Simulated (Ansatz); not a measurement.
Geometry optimisation, RKS BHLYP/def2-SVP (Ansatz 0.2.0).

The input (input.yaml):

```yaml
crystal:
  periodic: [false, false, false]
  atoms:
    - { symbol: "N", position_ang: [0.16455, 1.27564, 1.32879] }
    - { symbol: In, position_ang: [0.65611, -0.02826, -0.21369] }
    - { symbol: O, position_ang: [2.20181, 0.61661, -1.25128] }
    - { symbol: B, position_ang: [-1.02848, -1.45522, -0.75491] }
    - { symbol: S, position_ang: [-2.51169, -1.10616, 0.06803] }
    - { symbol: H, position_ang: [0.80741, 2.06135, 1.27558] }
    - { symbol: H, position_ang: [0.29393, 0.89367, 2.2627] }
    - { symbol: H, position_ang: [2.54315, 0.14758, -2.00938] }
    - { symbol: H, position_ang: [-1.01104, -2.32826, -1.52789] }
    - { symbol: H, position_ang: [-2.11576, -0.07694, 0.82205] }
basis:
  gaussian: { orbitals: def2-SVP }
hamiltonian:
  xc: { name: BHLYP }
relax:
  f_tol: 0.02
  max_steps: 50
```

Command:

```bash
$ ansatz run input.yaml --threads 2 --pin off --max-ram 3072MiB --backend cpu --events-out ev --progress --plain --runs-dir out
```

Q: Where does it end, and by what steps?

A: It converged. The force dipped under the threshold on the way, but the program's further checks kept it going. After 39 steps the energy has fallen by 0.197 eV; H10 moved furthest, 1.34 Å.

```json
{"step": "0", "energy less start (eV)": "0.0000", "largest force component (eV/Å)": "0.996", "accepted": "yes"}
{"step": "2", "energy less start (eV)": "-0.0631", "largest force component (eV/Å)": "1.364", "accepted": "no"}
{"step": "4", "energy less start (eV)": "-0.1501", "largest force component (eV/Å)": "0.118", "accepted": "yes"}
{"step": "6", "energy less start (eV)": "-0.1619", "largest force component (eV/Å)": "0.165", "accepted": "yes"}
{"step": "8", "energy less start (eV)": "-0.1839", "largest force component (eV/Å)": "0.071", "accepted": "yes"}
{"step": "10", "energy less start (eV)": "-0.1865", "largest force component (eV/Å)": "0.217", "accepted": "no"}
{"step": "12", "energy less start (eV)": "-0.1887", "largest force component (eV/Å)": "0.038", "accepted": "yes"}
{"step": "14", "energy less start (eV)": "-0.1911", "largest force component (eV/Å)": "0.068", "accepted": "yes"}
{"step": "16", "energy less start (eV)": "-0.1925", "largest force component (eV/Å)": "0.090", "accepted": "yes"}
{"step": "18", "energy less start (eV)": "-0.1935", "largest force component (eV/Å)": "0.067", "accepted": "yes"}
{"step": "20", "energy less start (eV)": "-0.1943", "largest force component (eV/Å)": "0.059", "accepted": "yes"}
{"step": "22", "energy less start (eV)": "-0.1948", "largest force component (eV/Å)": "0.099", "accepted": "yes"}
{"step": "24", "energy less start (eV)": "-0.1956", "largest force component (eV/Å)": "0.070", "accepted": "yes"}
{"step": "26", "energy less start (eV)": "-0.1960", "largest force component (eV/Å)": "0.038", "accepted": "yes"}
{"step": "28", "energy less start (eV)": "-0.1964", "largest force component (eV/Å)": "0.042", "accepted": "yes"}
{"step": "30", "energy less start (eV)": "-0.1966", "largest force component (eV/Å)": "0.043", "accepted": "yes"}
{"step": "32", "energy less start (eV)": "-0.1967", "largest force component (eV/Å)": "0.023", "accepted": "yes"}
{"step": "34", "energy less start (eV)": "-0.1967", "largest force component (eV/Å)": "0.014", "accepted": "yes"}
{"step": "36", "energy less start (eV)": "-0.1968", "largest force component (eV/Å)": "0.023", "accepted": "yes"}
{"step": "38", "energy less start (eV)": "-0.1969", "largest force component (eV/Å)": "0.007", "accepted": "yes"}
{"step": "39", "energy less start (eV)": "-0.1969", "largest force component (eV/Å)": "0.009", "accepted": "yes"}
```

```xyz
10
Properties=species:S:1:pos:R:3
N 0.798 1.250 1.567
In 0.557 0.115 -0.081
O 1.871 0.823 -1.413
B -0.954 -1.515 -0.455
S -2.709 -1.318 -0.526
H 1.588 1.870 1.643
H 0.451 1.002 2.478
H 1.865 0.425 -2.279
H -0.617 -2.649 -0.635
H -2.851 -0.003 -0.299
```

Run time: 2.2 min on 2 threads of Arm Neoverse V2, with other jobs on the host, peak memory 0.27 GiB.
